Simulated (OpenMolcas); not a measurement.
**d8 ions of charge +2 down a group on the Y site of Cs2NaYCl6**

| Item | Value |
| --- | --- |
| Program | OpenMolcas 26.06 |
| Method | SS-CASPT2, IPEA 0.25 Eh, imaginary shift 0.1 Eh |
| Spin-orbit coupling | state interaction with AMFI integrals over the reference wave functions |

The d shell is active; CASPT2 correlates the ligand valence shells and the outer metal core. Each dopant is a cluster with its nearest anions in model potentials and point charges, with no relaxation and no local charge compensation. Distances were set from a Shannon-type radius of the metal (high-spin where two are listed) plus a fixed donor radius (Cl 1.76 Å), in hosts weighted 0.65 to 0.35 with the host's distance in the model lattice. Ligand basis ANO-RCC-VDZP, DKH2 Hamiltonian. States (labels of O, the rotations of Oh). Energies in cm-1 above the lowest state or level, χT in cm3 K/mol. Spin-only χT is S(S+1) / 2 for the spin of the ground state.

| Ion | Shell | R (Å) | Metal basis | Ground state | First state of that spin | First gap with spin-orbit (degeneracies) | χT at 300 K | First state of another spin | Spin-only χT |
| --- | --- | --- | --- | --- | --- | --- | --- | --- | --- |
| Ni2+ | 3d8 | 2.509 | ANO-RCC-VTZP | 3A2 | 3T2 5200 | 4860 (3, 2) | 1.576 | 1E 12140 | 1.000 |
| Pd2+ | 4d8 | 2.62 | ANO-RCC-VTZP | 3A2 | 3T2 10980 | 6010 (3, 2) | 1.458 | 1E 6330 | 1.000 |
| Pt2+ | 5d8 | 2.581 | ANO-RCC-VTZP | 3A2 | 3T2 14370 | 5110 (3, 2) | 1.723 | 1E 5870 | 1.000 |

Every ion keeps the highest spin of its shell. χT departs most from the spin-only value for Pt2+, by +0.723 cm3 K/mol.

Roots that are degenerate in the reference are averaged as groups; the widest CASPT2 spread within a group is 150 cm-1 (the 3-fold group of multiplicity 1 near 17000 cm-1 above the lowest state of its run, Ni2+). Shifts and gaps below about the spread of the groups concerned are not significant. Over all roots computed the reference weight is 0.67 to 0.68 in Ni2+, 0.65 to 0.66 in Pd2+, 0.65 to 0.66 in Pt2+; a low but even weight reflects the number of correlated electrons. Ligand-to-metal charge-transfer states are missing. These CASPT2 states fit no ligand-field parameters well, so their order and spin gaps are uncertain. A single d shell leaves out the double-shell effect, which counts most for late 3d ions, where the CASPT2 field can be off either way by tens of per cent (holds for Ni2+). For late 3d ions with one d shell CASPT2 can put B and the spin-flip bands somewhat low as well as high (holds for Ni2+). With one d shell and no ligand orbital active, 10Dq can be off by tens of per cent for divalent 3d ions, low with halides held by bare charges and at times high in hosts, and the orbital part of g and χT goes as 1/10Dq (holds for Ni2+). Free-ion shares, where given, are those of the reference states; single-state CASPT2 does not remix them (holds for Ni2+). Real 4d8 and 5d8 ions are as a rule square planar and diamagnetic (holds for Pd2+; Pt2+). With no ligand orbital active B as a rule stays too high, so bands that hang on it stand too high and its fall with covalency is understated (holds for Pd2+; Pt2+). With one d shell and no ligand orbital active, 10Dq can be off by a tenth or more (holds for Pd2+; Pt2+). The least metal-like active orbital is 84 % on the metal (Löwdin) and no ligand orbital is active, so the numbers are rough (holds for Pt2+). No measured value stands beside these numbers; the geometry was set by hand and not optimised.
